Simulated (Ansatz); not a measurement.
Isolated molecules relaxed with PBE0-D4/def2-TZVP in Ansatz; ΔE leaves out vibrations. CCSD(T)/CBS is the MP2 limit (def2-TZVPP, def2-QZVPP) plus CCSD(T) − MP2 in def2-TZVPP, frozen cores. This one scheme is used for every species. For Ge outer-core shells are correlated without core-valence functions, which leaves a few kJ/mol of doubt a bond. Scalar relativity is left out up to krypton. One conformer a species, not always the lowest.

Consider the cleavage of the Si–Ge bond: `[SiH3][SiH2][GeH2][SiH2][GeH3]` + `OBF` → `FBO[SiH2][SiH3]` + `[GeH3][SiH2][GeH3]`.

`[SiH3][SiH2][GeH2][SiH2][GeH3]`:

Z-matrix (Å, degrees):
```
Si
Si 1 2.337
H 1 1.488 2 109.4
H 1 1.488 2 109.8 3 118.9
H 1 1.488 2 111.6 3 -120.4
Ge 2 2.382 1 109.4 3 -58.0
H 2 1.489 1 110.4 3 179.8
H 2 1.490 1 109.4 3 60.7
Si 6 2.381 2 108.7 1 51.4
H 6 1.540 2 110.0 1 -69.5
H 6 1.541 2 110.2 1 171.5
Ge 9 2.379 6 109.5 2 48.5
H 9 1.489 6 110.9 2 170.1
H 9 1.489 6 109.0 2 -70.7
H 12 1.538 9 111.6 6 177.9
H 12 1.538 9 110.2 6 57.2
H 12 1.538 9 109.9 6 -61.8
```

`OBF`:

```xyz
5

O    -0.169   -0.467   -0.873
B     0.224   -0.048    0.343
F    -0.261    1.082    0.853
H    -0.805    0.121   -1.293
H     1.010   -0.688    0.970
```

`FBO[SiH2][SiH3]`:

```xyz
11

F    -0.694   -0.266   -2.021
B     0.119    0.792   -2.017
O     0.700    1.191   -0.879
Si    0.692    0.684    0.711
Si   -0.652   -1.199    1.085
H     0.310    1.365   -3.047
H     0.220    1.838    1.520
H     2.106    0.402    1.071
H    -0.173   -2.360    0.292
H    -2.071   -0.913    0.751
H    -0.558   -1.535    2.534
```

`[GeH3][SiH2][GeH3]`:

Cartesian coordinates in Å:
```
Ge -1.016 1.547 0.723
Si -0.346 -0.020 -0.937
Ge 1.264 -1.532 -0.053
H -2.059 2.534 0.172
H 0.201 2.347 1.216
H -1.630 0.811 1.926
H 0.238 0.705 -2.099
H -1.534 -0.780 -1.413
H 0.670 -2.297 1.142
H 2.501 -0.761 0.435
H 1.712 -2.554 -1.112
```

```
             level  ΔE (kJ/mol)
     HF/def2-TZVPP        -81.8
SCS-MP2/def2-TZVPP        -54.0
CCSD(T)/def2-TZVPP        -45.2
     HF/def2-QZVPP        -85.1
```

(1) What does CCSD(T)/CBS give? (An estimate is asked.)

Largest T1 diagnostic among the species: 0.013.

## Answers

(1) Computed: -44.8 kJ/mol. The listed levels differ from it by -37.0, -9.2, -0.4, -40.3 kJ/mol.

The D4 term adds +11.7 kJ/mol with B3LYP and +7.3 kJ/mol with PBE0; it sums over pairs of atoms, weighted by their polarisabilities, and B3LYP, whose exchange is more repulsive, gets the larger term. From PBE to PBE0 (25 % exact exchange), in def2-TZVPP and without D4, ΔE moves by −4.6 kJ/mol.

B3LYP here is the variant with VWN-RPA as its local correlation; programs differ in this.
